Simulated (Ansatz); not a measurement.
Geometry optimisation, RKS r2SCAN-D4/def2-SVP in Ansatz.

Input:

```yaml
crystal:
  periodic: [false, false, false]
  atoms:
    - { symbol: Si, position_ang: [-0.199306, -0.155508, 0.117242] }
    - { symbol: H, position_ang: [-0.260355, -0.073565, 1.581205] }
    - { symbol: O, position_ang: [1.429468, -0.24199, -0.259378] }
    - { symbol: H, position_ang: [1.686726, -0.659418, -1.088815] }
    - { symbol: O, position_ang: [-1.009827, 1.120533, -0.558503] }
    - { symbol: H, position_ang: [-1.486932, 0.933187, -1.374484] }
    - { symbol: H, position_ang: [-0.834717, -1.417489, -0.384874] }
    - { symbol: O, position_ang: [1.345285, 1.896134, 1.42573] }
    - { symbol: H, position_ang: [1.914381, 1.409826, 0.807502] }
    - { symbol: H, position_ang: [1.056479, 1.174489, 2.029175] }
basis:
  gaussian: { orbitals: def2-SVP }
hamiltonian:
  xc: r2scan
  dispersion: d4
relax:
  f_tol: 0.03
  max_steps: 50
```

Run as:

```bash
$ ansatz run input.yaml --threads 2 --pin off --max-ram 3072MiB --backend cpu --events-out ev --progress --plain --runs-dir out
```

**Question.** Where does it end, and by what steps?

**Answer.** The forces met the threshold. After 23 steps the energy has fallen by 0.102 eV; H10 moved furthest, 0.62 Å.

```
step  energy less start (eV)  largest force component (eV/Å)  accepted
   0                  0.0000                           0.748       yes
   1                 -0.0583                           0.539       yes
   2                 -0.0631                           0.865       yes
   3                 -0.0627                           1.213        no
   4                 -0.0872                           0.442       yes
   5                 -0.0959                           0.134       yes
   6                 -0.0921                           0.625        no
   7                 -0.0984                           0.044       yes
   8                 -0.0987                           0.063       yes
   9                 -0.0992                           0.053       yes
  10                 -0.0995                           0.086       yes
  11                 -0.0997                           0.100       yes
  12                 -0.0993                           0.100        no
  13                 -0.1001                           0.050       yes
  14                 -0.1004                           0.070       yes
  15                 -0.1006                           0.094       yes
  16                 -0.1009                           0.088       yes
  17                 -0.1010                           0.103       yes
  18                 -0.1012                           0.066       yes
  19                 -0.1013                           0.073       yes
  20                 -0.1015                           0.048       yes
  21                 -0.1018                           0.053       yes
  22                 -0.1019                           0.048       yes
  23                 -0.1021                           0.019       yes
```

```xyz
10
Properties=species:S:1:pos:R:3
Si -0.324 -0.275 0.082
H -0.523 -0.299 1.544
O 1.322 -0.169 -0.245
H 1.647 -0.720 -0.967
O -1.206 0.998 -0.494
H -1.274 1.107 -1.449
H -0.771 -1.553 -0.561
O 1.426 2.003 1.438
H 1.773 1.439 0.728
H 1.572 1.454 2.220
```

Whether the end is a true minimum wasn't checked by a vibrational analysis.

Time of the run: 58 s on 2 threads of Arm Neoverse V1 (shared host), peak memory 0.14 GiB.
